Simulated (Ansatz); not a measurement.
`[CH3][GaH][SeH]` + NH₃ → `[NH2][GaH][SeH]` + CH₄ at 700 K and 1 bar (ligand exchange at a Ga–C bond).

Program: Ansatz. Geometries: PBE0-D4/def2-TZVP. ΔE: electronic, gas phase. CBS: MP2 limit from def2 TZ/QZ plus the TZ coupled-cluster correction, frozen cores. This one scheme is used for every species. For Ga, Se outer-core shells are correlated without core-valence functions, which leaves a few kJ/mol of doubt a bond. Scalar relativity is left out up to krypton. One conformer a species, not always the lowest.

```csv
species,CCSD(T)/CBS energy (Eh),H − E (kJ/mol),S (J/(mol·K))
`[CH3][GaH][SeH]`,-4365.74414,197.4,442.9
NH₃,-56.50880,116.9,226.5
`[NH2][GaH][SeH]`,-4381.81164,167.7,423.1
CH₄,-40.46206,145.9,224.0
```

H − E and S are ideal-gas, rigid-rotor, harmonic terms from PBE0-D4/def2-TZVP, for one conformer and one mirror image of each species. 1 Eh = 2625.50 kJ/mol, R = 8.31446 J/(mol·K).

Q: By hand: ΔE, ΔH, ΔS and ΔG.

A: ΔE = (-4381.81164) + (-40.46206) − (-4365.74414) − (-56.50880) = -0.02076 Eh = -54.5 kJ/mol. Δ(H − E) = 167.7 + 145.9 − 197.4 − 116.9 = -0.7, so ΔH = -55.2 kJ/mol. ΔS = 423.1 + 224.0 − 442.9 − 226.5 = -22.3 J/(mol·K). ΔG = -55.2 − 700 × (-22.3)/1000 = -39.6 kJ/mol.

Q: By hand: the equilibrium constant, and the temperature at which ΔG would vanish if ΔH and ΔS stayed fixed.

A: log₁₀ K = −ΔG/(RT ln 10) = 3.0. ΔG = 0 at ΔH/ΔS = 2475 K.

ΔH outweighs TΔS. A doubt of 5 kJ/mol in ΔE shifts log₁₀ K by 0.4 here. Other conformers and mirror images would add mixing entropy, several J/(mol·K) or more a flexible species. Modes under 60 cm⁻¹, often nearly free rotors, make the harmonic entropy too high. These are equilibria of isolated gas molecules and say nothing of rates. Largest T1 diagnostic: 0.012 (customary marks: 0.02 for closed shells, 0.045 for open ones).
